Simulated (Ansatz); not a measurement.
Coupled-cluster diagnostics for Au₂O, Ansatz.

Geometry of the singlet (r2SCAN-D4/def2-TZVP):

```xyz
3

Au   -0.4449   -1.9159   -0.6027
Au    0.6367    0.1539    0.2883
O    -0.1917    1.7620    0.3144
```

In the def2 sets Au takes a core potential; there is no spin–orbit coupling. Correlated methods freeze 1 core orbital; core or outer-core shells of Au are correlated, in sets that lack core-valence functions. Another isomer (singlet) lies 1.10 eV lower at PBE0-D4/def2-TZVP; other spin states weren't run for this one.

Q: Estimate the CCSD(T) correlation energy, the shares of MP2 and (T), T1 and the reference's ⟨S²⟩ for: charge 0, singlet, own geometry in def2-TZVPP; and the rough time on 2 threads of Arm Neoverse V1 on a shared host.

A: 
| state | basis | correlation (eV) | MP2 share (%) | (T) share (%) | T1 | ⟨S²⟩ (pure) | wall time | remarks |
| --- | --- | --- | --- | --- | --- | --- | --- | --- |
| charge 0, singlet, own geometry | def2-TZVPP | -40.034 | 102.4 | 4.5 | 0.043 | 0.00 (0.00) | 94 s | restricted SCF unstable |
Customary marks for T1 are 0.02 (closed shells), 0.045 (open shells) and about 0.05 (3d metals). T1 exceeds 0.02 in 1 of 1 rows and 0.045 in 0; the higher it lies, the less the single-reference result can be trusted.
